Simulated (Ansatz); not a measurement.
C2H10BOP. The species carries charge 0 and has multiplicity 1. The bonds changed during the relaxation, so this is another structure than the one it started from.

Z-matrix (Å, degrees):
```
C
B 1 1.574
H 1 1.093 2 112.0
H 1 1.097 2 108.3 3 116.7
H 1 1.094 2 114.5 3 -123.7
C 2 1.569 1 122.2 3 -41.5
O 2 1.367 1 121.0 3 138.6
H 6 1.094 2 111.4 1 -46.9
H 6 1.097 2 109.5 1 69.8
H 6 1.091 2 113.1 1 -170.0
H 7 0.961 2 112.6 1 -1.6
H 10 3.006 6 105.0 2 60.7
P 12 1.417 10 112.5 6 -12.6
H 13 1.420 12 93.7 10 155.2
H 13 1.418 12 93.4 10 -111.1
```

Q: What are the harmonic wavenumbers in cm⁻¹ at PBE0-D4/def2-TZVP (Ansatz, finite differences of forces, unscaled)? (Best estimate.)

A: The calculation gave: 43, 47, 53, 67, 83, 95, 105, 138, 300, 385, 402, 609, 720, 772, 803, 911, 953, 992, 1003, 1128, 1133, 1233, 1306, 1356, 1365, 1446, 1449, 1465, 1479, 2413, 2428, 2438, 3032, 3038, 3099, 3101, 3118, 3137, 3868.

Q: Is this a minimum?

A: Yes, all 39 modes are real.

Q: Give the ideal-gas thermochemistry at 298.15 K and 1 bar (rigid rotor, harmonic oscillator; point group C1, symmetry number 1).

A: Zero-point energy 308.1 kJ/mol; H(298) − E = 339.0 kJ/mol; entropy 440.3 J/(mol·K), of which translation 165.2, rotation 116.8, vibration 158.3; G(298) − E = 207.7 kJ/mol. Modes under 100 cm⁻¹ are hindered rotations or soft bends, so the harmonic entropy is rough.

Q: Rotational constants (cm⁻¹)?

A: 0.1427, 0.05105, 0.04897.
